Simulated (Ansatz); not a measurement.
Coupled-cluster run, CH5BClFSSi (`FB(CCl)[SiH2]S`).

```yaml
crystal:
  periodic: [false, false, false]
  atoms:
    - {symbol: F, position_ang: [-0.841575, -0.500938, -2.110188]}
    - {symbol: B, position_ang: [-0.187751, -0.250818, -0.983113]}
    - {symbol: C, position_ang: [0.951088, -1.245285, -0.555138]}
    - {symbol: Cl, position_ang: [-0.069153, -2.194236, 0.594689]}
    - {symbol: Si, position_ang: [-0.743994, 1.337913, 0.162483]}
    - {symbol: S, position_ang: [0.402602, 1.433438, 1.972261]}
    - {symbol: H, position_ang: [1.771589, -0.822651, 0.020174]}
    - {symbol: H, position_ang: [1.310025, -1.930857, -1.320938]}
    - {symbol: H, position_ang: [-2.208046, 1.328104, 0.428653]}
    - {symbol: H, position_ang: [-0.412361, 2.606399, -0.542162]}
    - {symbol: H, position_ang: [0.092974, 0.181930, 2.353979]}
basis:
  gaussian: {orbitals: def2-TZVPP}
correlation: {method: ccsd_t}
```

```sh
$ ansatz run in.yaml --threads 4 --pin off --events-out ev --progress --plain --max-ram 10444MiB
```

Log, shortened:

```
Functional definition: HF
1709 factors; integrals over basis functions are off by at most 9.5e-4 eV
mean field evaluation 1: about -35672.3172 eV, gradient 3.1e1 eV
mean field evaluation 2: about -35672.6390 eV, gradient 3.1e1 eV
mean field evaluation 4: about -35675.3851 eV, gradient 4.3e0 eV
mean field evaluation 8: about -35675.4582 eV, gradient 3.0e-1 eV
mean field evaluation 16: about -35675.4587 eV, gradient 2.5e-6 eV
mean field -35675.45874907 eV, -1311.0489273338 hartree, gradient 2.5e-6 eV, S^2 0.000000; 0 other end points of the search recorded, 0 dependent functions left out
18 core orbitals not correlated: weight in the atoms' cores, before any rotation towards them, 1.000 or more for the frozen orbitals, at most 0.000 for the correlated occupied ones
reference -35675.45874907 eV, -1311.0489273338 hartree; 18, 18 occupied and 253, 253 virtual orbitals, 1709 factors
second order -27.27693244 eV of doubles, -0.00000000 eV of singles
cycle   1  -28.25427574 eV  change   -9.8e-1 eV  update   1.2e-1
cycle   2  -28.92060732 eV  change   -6.7e-1 eV  update   3.5e-2
cycle   3  -29.07364783 eV  change   -1.5e-1 eV  update   1.9e-2
cycle   4  -29.06135162 eV  change    1.2e-2 eV  update   4.6e-3
cycle   5  -29.05770303 eV  change    3.6e-3 eV  update   2.0e-3
cycle   6  -29.05828821 eV  change   -5.9e-4 eV  update   6.3e-4
cycle   7  -29.05804959 eV  change    2.4e-4 eV  update   2.3e-4
cycle   8  -29.05800120 eV  change    4.8e-5 eV  update   8.1e-5
cycle   9  -29.05804928 eV  change   -4.8e-5 eV  update   3.5e-5
cycle  10  -29.05804401 eV  change    5.3e-6 eV  update   1.6e-5
perturbative correction -1.18179225 eV, -0.0434300642 hartree
Total energy: -35705.69858533 eV, -1312.1602208190 hartree
```

Run time 4.5 min (4 threads of an Arm Neoverse V2 on a shared host); peak host memory 8.6 GiB.

Correlation energy per correlated electron: -0.840 eV. T1 diagnostic: 0.0125.
